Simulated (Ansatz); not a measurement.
Se(CN)2 (C₂SeN₂). Total charge 0; singlet. Geometry PBE0-D4/def2-SVP, basis def2-TZVP, Ansatz.

```xyz
5

Se   -0.8959    0.6111   -0.6417
C    -0.9890   -0.6339    0.7082
N    -1.1414   -1.4127    1.5546
C     0.9391    0.6680   -0.7440
N     2.0873    0.7675   -0.8771
```

```
run  HOMO (eV)  LUMO (eV)
  A      -7.65      -3.45
  B      -9.88      -1.13
  C      -9.64      -1.24
  D      -8.61      -2.26
  E     -11.21       0.12
  F      -7.72      -3.09
```

LC-ωPBE has ω = 0.4 bohr⁻¹.

Problem. The runs used BHLYP, CAM-B3LYP, LC-ωPBE, LDA (SPW92), PBE0, r2SCAN. Estimate which is which.

Solution. A LDA (SPW92) (0 % exact exchange); B CAM-B3LYP (range-separated); C BHLYP (50 % exact exchange); D PBE0 (25 % exact exchange); E LC-ωPBE (range-separated); F r2SCAN (0 % exact exchange). Exact exchange lowers occupied and raises empty levels; among semilocal functionals meta-GGAs tend to open the gap a little, and such runs are hard to tell apart. The gap grows from 4.20 eV (LDA (SPW92)) to 11.33 eV (LC-ωPBE).
